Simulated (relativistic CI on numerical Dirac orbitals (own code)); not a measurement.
# Slater and spin-orbit integrals, Er XXXII

These numbers are calculated, not measured: Dirac-Coulomb-Breit CI, KLI orbitals optimised for each configuration, a model potential for QED, unscaled Slater integrals (own radial code, finite nucleus).

Slater integrals F^k, G^k are unscaled and averaged over j, outside the closed core [Ar] 3d10; ζ comes from projecting the Hamiltonian with its Breit term on Σ l·s of the shell.

- 4s2 4p6 4d: ζ(4d) = 38165 cm⁻¹; <r>(4d) = 0.4785, <r^2>(4d) = 0.2615 (bohr units).
- 4s2 4p5 4d2: ζ(4p) = 306230, F^2(4d,4d) = 210160, F^4(4d,4d) = 143180, F^2(4p,4d) = 211700, G^1(4p,4d) = 263420, G^3(4p,4d) = 168690, ζ(4d) = 37999 cm⁻¹; <r>(4p) = 0.475, <r^2>(4p) = 0.2552, <r>(4d) = 0.4785, <r^2>(4d) = 0.2616 (bohr units).
- 4s2 4p6 4f: ζ(4f) = 5870.2 cm⁻¹; <r>(4f) = 0.4538, <r^2>(4f) = 0.2334 (bohr units).

Problem. Give the Racah parameters of the d shell in 4s2 4p5 4d2.

Solution. B = F²/49 − 5F⁴/441 = 2666 cm⁻¹ and C = 35F⁴/441 = 11364 cm⁻¹.

Averages of the first 10 configurations, taken without configuration mixing, which lowers the lowest level and can move excited configurations by several eV; other configurations of the list can lie among them:

```csv
Configuration,Parity,States,Average energy above the lowest level (eV)
4s2 4p6 4d,even,10,9.2
4s2 4p5 4d2,odd,270,173.1
4s2 4p6 4f,odd,14,181.5
4s 4p6 4d2,even,90,306.6
4s2 4p5 4d 4f,even,840,343.2
4s 4p6 4d 4f,odd,280,477.0
4s2 4p6 5s,even,2,371.2
4s2 4p6 5p,odd,6,426.3
4s2 4p6 5d,even,10,501.1
4p6 4d3,even,120,608.0
```
